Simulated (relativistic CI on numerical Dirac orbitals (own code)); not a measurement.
**Energy levels of Ge5+**

Computed by Dirac-Coulomb-Breit CI, KLI orbitals optimised for each configuration, a model potential for QED, valence Slater integrals scaled by 0.85, P86 correlation energy added to each configuration (own radial code, finite nucleus).

Configurations in the expansion (outside the closed core [Ne]): 3s2.3p6.3d9, 3s2.3p6.3d8.4s, 3s2.3p6.3d8.4p, 3s2.3p5.3d10, 3s2.3p6.3d8.4d, 3s2.3p6.3d8.5s, 3s2.3p6.3d8.5p, 3s2.3p6.3d8.4f, 3s2.3p6.3d7.4s2, 3s2.3p6.3d8.5d, 3s.3p6.3d10, 3s2.3p6.3d8.5f, 3s2.3p6.3d8.5g, 3s2.3p6.3d7.4s.4p, 3s2.3p6.3d7.4p2, 3s2.3p6.3d7.4s.4d. Levels of other configurations are missing.

The lowest level is 3s2.3p6.3d9 2D_5/2, with 100 % of that term; Hund's rules for 3s2.3p6.3d9 give 2D with J = 5/2, in agreement.

| No. | Configuration | Term | J | E (cm⁻¹) | % | Landé g | Lifetime (s) |
| --- | --- | --- | --- | --- | --- | --- | --- |
| 1 | 3s2.3p6.3d9 | 2D | 5/2 | 0 | 100 | 1.200 |  |
| 2 | 3s2.3p6.3d9 | 2D | 3/2 | 4479 | 100 | 0.799 | 6.88e-01 |
| 3 | 3s2.3p6.3d8.4s | 4F | 9/2 | 304901 | 100 | 1.333 | 1.27e-02 |
| 4 | 3s2.3p6.3d8.4s | 4F | 7/2 | 307363 | 92 | 1.229 | 1.36e-04 |
| 5 | 3s2.3p6.3d8.4s | 4F | 5/2 | 309768 | 97 | 1.024 | 4.31e-04 |
| 6 | 3s2.3p6.3d8.4s | 4F | 3/2 | 311303 | 98 | 0.407 | 1.48e-03 |
| 7 | 3s2.3p6.3d8.4s | 2F | 7/2 | 313559 | 91 | 1.150 | 1.15e-05 |
| 8 | 3s2.3p6.3d8.4s | 2F | 5/2 | 317410 | 94 | 0.872 | 1.09e-05 |
| 9 | 3s2.3p6.3d8.4s | 4P | 5/2 | 328835 | 54 | 1.409 | 5.68e-05 |
| 10 | 3s2.3p6.3d8.4s | 2D | 3/2 | 330291 | 72 | 1.005 | 2.76e-05 |
| 11 | 3s2.3p6.3d8.4s | 4P | 3/2 | 333604 | 81 | 1.561 | 1.37e-04 |
| 12 | 3s2.3p6.3d8.4s | 4P | 1/2 | 333730 | 99 | 2.664 | 2.61e-03 |
| 13 | 3s2.3p6.3d8.4s | 2D | 5/2 | 334232 | 53 | 1.379 | 4.72e-05 |
| 14 | 3s2.3p6.3d8.4s | 2P | 3/2 | 339738 | 91 | 1.291 | 8.13e-06 |
| 15 | 3s2.3p6.3d8.4s | 2P | 1/2 | 340845 | 99 | 0.672 | 7.62e-06 |
| 16 | 3s2.3p6.3d8.4s | 2G | 9/2 | 342483 | 100 | 1.111 | 2.23e-05 |
| 17 | 3s2.3p6.3d8.4s | 2G | 7/2 | 342531 | 99 | 0.889 | 2.30e-05 |
| 18 | 3s2.3p6.3d8.4s | 2S | 1/2 | 390582 | 99 | 2.001 | 1.22e-05 |
| 19 | 3s2.3p6.3d8.4p | 4D° | 7/2 | 406220 | 91 | 1.409 | 5.05e-10 |
| 20 | 3s2.3p6.3d8.4p | 4G° | 9/2 | 409844 | 53 | 1.185 | 4.87e-10 |
| 21 | 3s2.3p6.3d8.4p | 4D° | 5/2 | 410242 | 91 | 1.337 | 4.90e-10 |
| 22 | 3s2.3p6.3d8.4p | 4G° | 11/2 | 412102 | 100 | 1.272 | 4.26e-10 |
| 23 | 3s2.3p6.3d8.4p | 4G° | 7/2 | 412525 | 74 | 1.019 | 4.76e-10 |
| 24 | 3s2.3p6.3d8.4p | 4D° | 3/2 | 413273 | 94 | 1.155 | 4.79e-10 |
| 25 | 3s2.3p6.3d8.4p | 4G° | 5/2 | 414372 | 87 | 0.631 | 4.57e-10 |
| 26 | 3s2.3p6.3d8.4p | 4D° | 1/2 | 415118 | 98 | 0.006 | 4.72e-10 |
| 27 | 3s2.3p6.3d8.4p | 4F° | 9/2 | 415410 | 77 | 1.286 | 4.12e-10 |
| 28 | 3s2.3p6.3d8.4p | 4F° | 7/2 | 417055 | 55 | 1.193 | 2.64e-10 |
| 29 | 3s2.3p6.3d8.4p | 2G° | 9/2 | 417839 | 55 | 1.143 | 4.46e-10 |
| 30 | 3s2.3p6.3d8.4p | 4F° | 5/2 | 418453 | 65 | 1.033 | 2.07e-10 |
| 31 | 3s2.3p6.3d8.4p | 4F° | 3/2 | 418485 | 67 | 0.556 | 2.42e-10 |
| 32 | 3s2.3p6.3d8.4p | 2D° | 5/2 | 420801 | 68 | 1.122 | 7.39e-11 |
| 33 | 3s2.3p6.3d8.4p | 2F° | 7/2 | 420811 | 54 | 1.096 | 2.00e-10 |
| 34 | 3s2.3p6.3d8.4p | 2G° | 7/2 | 421685 | 61 | 0.968 | 2.99e-10 |
| 35 | 3s2.3p6.3d8.4p | 2D° | 3/2 | 423737 | 67 | 0.729 | 8.77e-11 |
| 36 | 3s2.3p6.3d8.4p | 2F° | 5/2 | 424776 | 73 | 0.917 | 1.01e-10 |
| 37 | 3s2.3p6.3d8.4p | 4P° | 3/2 | 431146 | 70 | 1.569 | 2.10e-10 |
| 38 | 3s2.3p6.3d8.4p | 4P° | 5/2 | 431774 | 56 | 1.374 | 2.20e-10 |
| 39 | 3s2.3p6.3d8.4p | 4P° | 1/2 | 432348 | 89 | 2.451 | 5.09e-10 |
| 40 | 3s2.3p6.3d8.4p | 2F° | 5/2 | 434192 | 68 | 1.063 | 2.64e-10 |
| 41 | 3s2.3p6.3d8.4p | 2F° | 7/2 | 436415 | 84 | 1.175 | 1.89e-10 |
| 42 | 3s2.3p6.3d8.4p | 2D° | 3/2 | 436852 | 57 | 1.107 | 7.84e-11 |
| 43 | 3s2.3p6.3d8.4p | 2P° | 1/2 | 437295 | 87 | 0.866 | 4.42e-10 |
| 44 | 3s2.3p6.3d8.4p | 2D° | 5/2 | 438761 | 83 | 1.226 | 8.00e-11 |
| 45 | 3s2.3p6.3d8.4p | 2P° | 3/2 | 439332 | 55 | 1.156 | 2.02e-10 |
| 46 | 3s2.3p6.3d8.4p | 4D° | 1/2 | 441338 | 95 | 0.047 | 3.27e-10 |
| 47 | 3s2.3p6.3d8.4p | 4D° | 3/2 | 441490 | 79 | 1.197 | 2.13e-10 |
| 48 | 3s2.3p6.3d8.4p | 4D° | 5/2 | 441615 | 62 | 1.297 | 3.05e-10 |
| 49 | 3s2.3p6.3d8.4p | 4D° | 7/2 | 442673 | 74 | 1.355 | 1.70e-10 |
| 50 | 3s2.3p6.3d8.4p | 2H° | 9/2 | 443003 | 97 | 0.913 | 5.11e-10 |
| 51 | 3s2.3p6.3d8.4p | 2D° | 5/2 | 445842 | 67 | 1.235 | 2.63e-10 |
| 52 | 3s2.3p6.3d8.4p | 2P° | 3/2 | 445979 | 85 | 1.266 | 3.90e-11 |
| 53 | 3s2.3p6.3d8.4p | 2H° | 11/2 | 446620 | 100 | 1.091 | 4.57e-10 |
| 54 | 3s2.3p6.3d8.4p | 2F° | 7/2 | 446950 | 84 | 1.169 | 1.07e-10 |
| 55 | 3s2.3p6.3d8.4p | 2D° | 3/2 | 447632 | 83 | 0.878 | 1.57e-10 |
| 56 | 3s2.3p6.3d8.4p | 2F° | 5/2 | 449017 | 95 | 0.872 | 7.41e-11 |
| 57 | 3s2.3p6.3d8.4p | 2P° | 1/2 | 449344 | 76 | 0.914 | 4.64e-11 |
| 58 | 3s2.3p6.3d8.4p | 4S° | 3/2 | 450952 | 96 | 1.983 | 3.49e-10 |
| 59 | 3s2.3p6.3d8.4p | 2S° | 1/2 | 451355 | 78 | 1.709 | 1.29e-10 |
| 60 | 3s2.3p6.3d8.4p | 2G° | 7/2 | 455863 | 96 | 0.897 | 3.48e-10 |
| 61 | 3s2.3p6.3d8.4p | 2G° | 9/2 | 456443 | 97 | 1.106 | 3.78e-10 |
| 62 | 3s2.3p6.3d8.4p | 2P° | 1/2 | 494998 | 99 | 0.666 | 1.65e-10 |
| 63 | 3s2.3p6.3d8.4p | 2P° | 3/2 | 499155 | 99 | 1.334 | 1.87e-10 |
| 64 | 3s2.3p6.3d8.4d | 4D | 7/2 | 560591 | 93 | 1.415 | 1.04e-10 |
| 65 | 3s2.3p6.3d8.4d | 4D | 5/2 | 561234 | 57 | 1.450 | 1.00e-10 |
| 66 | 3s2.3p6.3d8.4d | 4H | 13/2 | 562517 | 100 | 1.230 | 1.03e-10 |
| 67 | 3s2.3p6.3d8.4d | 4H | 11/2 | 562989 | 55 | 1.144 | 9.94e-11 |
| 68 | 3s2.3p6.3d8.4d | 4D | 3/2 | 563185 | 60 | 1.310 | 1.05e-10 |
| 69 | 3s2.3p6.3d8.4d | 4G | 9/2 | 564013 | 42 | 1.207 | 9.88e-11 |
| 70 | 3s2.3p6.3d8.4d | 4G | 11/2 | 564111 | 70 | 1.218 | 1.04e-10 |

Energies count from the lowest computed level; ° marks odd parity; lifetimes are radiative, by E1, M1, E2 decay to levels of this space only.

The mean weight of the leading LS term, summed over parents, in these 70 levels is 81 %, and that of the leading jj configuration (from the same eigenvectors) 61 %, so LS coupling describes them better.

At this charge configurations can still be misplaced by up to about 7 % of their energy. 41 of the 48 excited levels that our extract of the measured tables holds in this range could be paired (the sources list more); they are missed by 788 cm⁻¹ on average and 1639 at most, and levels without a partner can miss by more.

LS names give the leading component of a level, which can be under half, so a name can repeat, a term be missing and a line seem to break the LS rules.
